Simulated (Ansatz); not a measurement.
## Relative stability

The two ends of one reaction step of SiNH3Cl4, singlet (PBE0-D4/def2-TZVP).

A:

```xyz
9
angstrom
Si -0.9740 -0.4975 0.2127
Cl 2.2756 0.6960 -2.0215
Cl -0.3439 -2.3138 -0.4145
Cl -2.2438 -0.7679 1.7803
Cl -1.9665 0.4919 -1.2452
H 1.4959 0.5649 -0.9803
N 0.4173 0.4224 0.5960
H 0.2682 1.3966 0.8256
H 1.0713 0.0073 1.2471
```

B:

Si1  (-0.398, -0.676, -0.395)
Cl2  (1.497, -1.053, -1.164)
Cl3  (-1.348, -2.289, -1.338)
Cl4  (-0.828, -1.272, 1.550)
Cl5  (-1.561, 0.809, -1.271)
H6  (0.944, 1.540, -0.158)
N7  (0.541, 0.919, 0.537)
H8  (-0.129, 1.440, 1.094)
H9  (1.281, 0.581, 1.144)
(Å)

Ansatz 0.2.0; basis: def2-TZVPP; cores frozen in the correlated methods. B3LYP uses VWN-RPA correlation.

(1) Which structure is lower at CCSD(T), and by how much? (Judge from chemistry; the value comes from the calculation.)

(2) Do the other methods give the same order? (A judgement: the text doesn't fix the answer.)

The T1 diagnostic stays at or below 0.009.

## Answers

(1) Computed: B, by 3.04 kcal/mol (electronic energy, against the other). By their contacts, A is a complex of SiNH₂Cl₃ ([NH2][Si]([Cl])([Cl])[Cl]) + HCl and B is SiNH₃Cl₄ ([NH3][Si]([Cl])([Cl])([Cl])[Cl]).

(2) By the calculation: Not all: HF gives the other order.

```tsv
method	E(B) − E(A) (kcal/mol)
SPW92	-8.75
PBE-D4	-5.04
BLYP-D4	-1.42
r2SCAN-D4	-4.81
B97M-V	-4.49
PBE0-D4	-5.26
B3LYP-D4	-1.79
r2SCAN0-D4	-5.05
BHLYP-D4	-2.20
CAM-B3LYP-D4	-1.76
wB97X-V	-4.63
wB97M-V	-5.52
B2PLYP	-1.81
PBE-QIDH	-5.42
RPA on PBE	-2.42
HF	3.13
MP2	-4.77
CCSD	-2.03
CCSD(T)	-3.04
```

Labels in which every atom is bracketed show which atoms are joined, not bond orders.

For scale, one of the runs: CCSD(T)/def2-TZVPP, 283 basis functions, launched by `ansatz run in.yaml --threads 8 --pin off --events-out ev --progress --plain --max-ram 19148MiB`. Time: 3.7 min of wall clock on 8 CPU threads of an Intel Xeon; the host was shared. Peak host memory: 7.5 GiB.
